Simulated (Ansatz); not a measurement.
Reaction (hydrogenolysis of a C–O bond): `OC[S][GeH3]` + H₂ → `C[S][GeH3]` + H₂O

Program: Ansatz. Geometries: PBE0-D4/def2-TZVP. ΔE: electronic, gas phase. CCSD(T)/CBS is the MP2 limit (def2-TZVPP, def2-QZVPP) plus CCSD(T) − MP2 in def2-TZVPP, frozen cores. This one scheme is used for every species. DFT in def2-TZVPP. For Ge outer-core shells are correlated without core-valence functions, which leaves a few kJ/mol of doubt a bond. Scalar relativity is left out up to krypton. One conformer a species, not always the lowest.

`OC[S][GeH3]`:

```xyz
10

O    -0.326   -2.085   -0.014
C    -0.831   -0.979   -0.691
S     0.434    0.162   -1.361
Ge    0.794    1.404    0.436
H     0.177   -1.784    0.748
H    -1.361   -1.360   -1.564
H    -1.536   -0.400   -0.083
H     1.922    2.379    0.085
H     1.218    0.510    1.620
H    -0.492    2.154    0.825
```

H₂:

Cartesian coordinates in Å:
```
H 0.275 0.108 -0.227
H -0.275 -0.108 0.227
```

`C[S][GeH3]`:

Z-matrix (Å, degrees):
```
C
S 1 1.813
H 1 1.090 2 106.7
H 1 1.090 2 111.3 3 118.5
H 1 1.090 2 111.3 3 -118.5
Ge 2 2.212 1 99.2 3 -180.0
H 6 1.533 2 106.6 1 179.9
H 6 1.540 2 109.9 1 59.8
H 6 1.540 2 109.9 1 -60.0
```

H₂O:

```xyz
3

O     0.236   -0.271   -0.150
H    -0.205    0.442   -0.617
H    -0.031   -0.172    0.766
```

CCSD(T)/CBS gives -107.0 kJ/mol.

Another level gave -117.5 kJ/mol. Which?
A. PBE/def2-TZVPP
B. CCSD/def2-TZVPP
C. HF/def2-TZVPP
D. PBE0/def2-TZVPP

C. HF/def2-TZVPP -117.5, CCSD/def2-TZVPP -109.3, PBE0 -104.4, PBE -96.4 kJ/mol.

Largest T1 diagnostic among the species: 0.012.

The D4 term adds +5.4 kJ/mol with B3LYP and +2.9 kJ/mol with PBE0; it sums over pairs of atoms, weighted by their polarisabilities, and B3LYP, whose exchange is more repulsive, gets the larger term. From PBE to PBE0 (25 % exact exchange), in def2-TZVPP and without D4, ΔE moves by −7.9 kJ/mol. In def2-TZVPP, CCSD(T) changes the Hartree–Fock value by +13.1 kJ/mol (the triples alone add +4.8 kJ/mol) and MP2 by +11.1 kJ/mol.

B3LYP here is the variant with VWN-RPA as its local correlation; programs differ in this.
